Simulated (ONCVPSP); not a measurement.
## What the settings do to the ONCV potential of mercury

Base potential:

| Quantity | Value |
| --- | --- |
| Element | mercury |
| Generator | ONCVPSP 4.0.1 |
| Type | optimised norm-conserving Vanderbilt (ONCV) |
| Functional | PBE |
| Relativity | scalar-relativistic |
| Frozen core | [Kr] 4d10 4f14 5s2 |
| Valence charge | 18 |
| Reference configuration | 5p6 5d10 6s2 |
| Partial waves | 6s: rc 2.20 bohr, ncon 4, nbas 7, qcut 2.9 1/bohr, 3 projectors, debl 0.4 Ha; 5p: rc 1.20 bohr, ncon 5, nbas 8, qcut 8.2 1/bohr, 3 projectors, debl 1.9 Ha; 5d: rc 1.25 bohr, ncon 4, nbas 8, qcut 8.3 1/bohr, 2 projectors, debl 0.6 Ha |
| Local potential | polynomial inside 0.95 bohr (lpopt 3, dvloc0 4 Ha) |
| Core correction | Teter function, fcfact 6, rcfact 1.35 |

In the p channel the program set the typed energies aside and used -2.444, 0.250, 2.150 Ha.

All-electron outer shells of the reference configuration (PBE, scalar-relativistic, ld1.x):

```tsv
shell	level (eV)	outermost node (bohr)	outermost maximum (bohr)
4f	-95.89	–	0.37
5p	-66.52	0.51	0.93
5d	-9.86	0.55	1.17
6s	-6.82	1.08	2.21
```

Cutoffs, loose and tight: the cutoffs (Ha) at which the residual kinetic energy of the hardest occupied pseudo-wave falls to 1 and 0.1 mHa per electron. They do not see the model core or the augmentation charge, which bear on the density cutoff. Test errors are all-electron minus pseudo excitation energies from the reference, over the configurations 5p6 5d10 6s1; 5p6 5d10 6s0; 5p6 5d9 6s0; 5p6 5d10 6s1.5. A dash means not determined; rows that change the core or the reference have their own tests.

1 further variants are left out, since the program set their typed debl aside.

A true bound ghost makes a file unfit for plane-wave use even where its test errors are small: the radial tests pick states by their node count and pass the ghost by.

```csv
change,outcome,"cutoff, loose","cutoff, tight",bound ghosts,GHOST(+) flags above zero,largest test error (meV)
base,"generated, projector energies reset by the program",107 Ha,134 Ha,s,"s, p",-49
s: debl 0.3,"generated, projector energies reset by the program",107 Ha,134 Ha,s,"s, p",-49
s: debl 0.6,"generated, projector energies reset by the program",107 Ha,134 Ha,s,p,-49
s: debl 1,"generated, projector energies reset by the program",107 Ha,134 Ha,s,"s, p",-49
s: debl 1.35,"generated, projector energies reset by the program",107 Ha,134 Ha,s,"s, p",-49
s: debl 2.3,"generated, projector energies reset by the program",107 Ha,134 Ha,s,"s, p",-49
s: debl 3.05,"generated, projector energies reset by the program",107 Ha,134 Ha,s,p,4 of 4 tests not solved or not reliable
```

(1) What comes out with this change to the base: s: debl 5.4?

Answers

(1) outcome: generated, projector energies reset by the program; cutoff, loose: 107 Ha; cutoff, tight: 134 Ha; bound ghosts: none; GHOST(+) flags above zero: s, p; largest test error (meV): -49.

Reading the sweep of the debl of the s channel (base included, trends over the rows without a ghost): Bound ghosts are found at 0.3, 0.4, 0.6, 1, 1.35, 2.3, 3.05 Ha.
